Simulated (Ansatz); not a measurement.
Born–Oppenheimer molecular dynamics of FH$_{7}$O$_{4}$SiTi (14 atoms, charge 0, multiplicity 1). It starts at the highest image of a converged band, a first-order saddle point between two minima.

Computed with RKS PBE/def2-SVP in Ansatz.

```yaml
ensemble: NVE (velocity Verlet)
time_step: 0.5 fs
steps_asked: 200
starting_velocities_drawn_for: 100 K
seed: 7646
```

First frame:

```xyz
14
Properties=species:S:1:pos:R:3
Ti 0.038 -0.405 0.135
O 0.011 -0.490 2.220
Si -1.174 0.023 3.311
H -2.470 -0.720 3.129
H -0.661 -0.266 4.698
H -1.391 1.499 3.166
F 1.178 0.880 -0.234
O -1.648 0.270 0.370
H -2.093 0.657 -0.407
O -0.240 -1.204 -1.454
H -0.908 -1.838 -1.770
O 0.943 -2.055 0.898
H 0.685 -2.947 0.605
H 0.496 -1.530 1.925
```

Q: How far do the bonds stretch over the last three quarters of this one trajectory? (Pairs bonded in most of those frames.)

A: 
```
   bond  mean (Å)  spread (Å)  shortest  longest
 Ti1–O2     1.971       0.121      1.81     2.14
 Ti1–F7     1.762       0.004      1.75     1.77
 Ti1–O8     1.831       0.018      1.80     1.85
Ti1–O10     1.818       0.013      1.79     1.83
Ti1–O12     2.236       0.186      2.01     2.61
 O2–Si3     1.678       0.011      1.66     1.69
 Si3–H4     1.506       0.002      1.50     1.51
 Si3–H5     1.509       0.017      1.48     1.53
 Si3–H6     1.505       0.022      1.47     1.54
  O8–H9     0.977       0.004      0.97     0.98
O10–H11     0.973       0.002      0.97     0.98
O12–H13     0.975       0.005      0.97     0.98
O12–H14     1.044       0.066      0.97     1.16
```

Pairs bonded in part of these frames only: Ti1–Si3 59 %, Ti1–H9 38 %, Ti1–H14 53 %.

Mean temperature of the second half: 191 K. The conserved energy stayed within 0.019 meV per atom of its start (net change 0.0069 meV per atom), so the integration is sound. The kinetic energy rose, since the run started high on the potential surface and went downhill. A run of 0.1 ps of so small a system gives no equilibrium averages. The orbitals stay closed-shell, which can raise the energy where a bond breaks towards radicals; this wasn't checked here.

The run took 6.8 min on 4 threads of Arm Neoverse V2, on a shared host, peak memory 0.25 GiB.
